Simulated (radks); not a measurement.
Results of a calculation; reference values are marked as such.
The hydrogen anion H-, [He], held by a Watson sphere: a shell of charge +1 at radius R that stands for the Madelung well of a crystal (potential energy -1/R inside, -1/r outside, in hartree with lengths in bohr). Level of theory: scalar-relativistic Kohn-Sham, LDA (Slater exchange, VWN5 correlation), spin-polarised, spherical densities, point nucleus (a radial shooting solver on a logarithmic mesh with Libxc functionals). Response by self-consistent Sternheimer equations with the Hartree and adiabatic LDA kernel, the relativistic mass of each level held fixed and spin-orbit coupling left out. The sphere does not respond.

R (bohr)  e(1s) (eV)  <r> 1s (bohr)  sum of <r^2> (bohr^2)  X-ray form factor at sin(theta)/lambda = 0.2 1/angstrom  alpha (bohr^3)
1.53          -8.006          1.650                  7.202                                                    0.843           10.68
1.55          -7.948          1.658                  7.272                                                    0.837           10.88
1.7           -7.542          1.716                  7.797                                                    0.796           12.45
1.75          -7.415          1.735                  7.971                                                    0.783           12.99
1.76          -7.390          1.738                  8.006                                                    0.780           13.10
1.92          -7.010          1.796                  8.559                                                    0.743           14.94
2.3           -6.231          1.920                  9.840                                                    0.670           19.78
3.31          -4.730          2.177                  12.97                                                    0.566           35.84
